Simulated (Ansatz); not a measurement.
`N=CBO`. Charge 0, multiplicity 1. The geometry is a stationary point of PBE0-D4/def2-TZVP. It is one conformer, not always the lowest.

```xyz
8

N    -0.068   -1.284    0.421
C    -0.629   -0.144    0.362
B     0.199    0.984   -0.397
O     1.388    0.608   -0.886
H    -0.625   -1.982    0.913
H    -1.616    0.038    0.807
H    -0.171    2.111   -0.549
H     1.522   -0.332   -0.670
```

(1) What is the dipole moment at PBE/def2-TZVPP? (Best estimate.)

(2) And with r2SCAN, B3LYP, ωB97M-V? (Estimate.)

(3) Give the Mulliken charges with PBE, r2SCAN, ωB97M-V in def2-TZVPP. (Best estimate.)

## Answers

(1) Computed: 2.34 D, with components (-1.68, -1.10, 1.18) D in this frame, pointing from negative to positive charge.

(2) Ansatz gave: r2SCAN 2.39 D, B3LYP 2.45 D, ωB97M-V 2.45 D.

(3) The calculation gave: 
```
atom    PBE  r2SCAN  ωB97M-V
  N1  -0.26   -0.33    -0.27
  C2  -0.08   -0.01    -0.05
  B3   0.12    0.19     0.09
  O4  -0.21   -0.28    -0.26
  H5   0.16    0.15     0.12
  H6   0.07    0.06     0.10
  H7  -0.01   -0.01     0.06
  H8   0.20    0.22     0.21
```

B3LYP here is the variant with VWN-RPA as its local correlation; programs differ in this.
